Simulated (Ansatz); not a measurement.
`[F][Sn][O][SiH3]`. Charge 0, multiplicity 1. Correlated methods include outer-core shells of Sn, which these sets cover unevenly. Sn: def2 effective core potential.

```xyz
7

F    -2.568   -0.391    0.345
Sn   -1.994    1.464    0.241
O    -0.092    1.054   -0.004
Si    0.917   -0.235   -0.117
H     0.881   -1.055    1.124
H     0.553   -1.101   -1.272
H     2.303    0.264   -0.317
```

Question: Give the diagnostics of a CCSD(T)/def2-TZVPP run (frozen core, Ansatz). (Estimate.)

Answer: The calculation gave: T1 = 0.0163, largest single amplitude 0.037, largest double 0.064, (T) share of the correlation energy 3.2 %, 12 CCSD cycles. The RHF solution is stable towards an unrestricted one. T1 lies under the customary mark of 0.02 for closed shells.
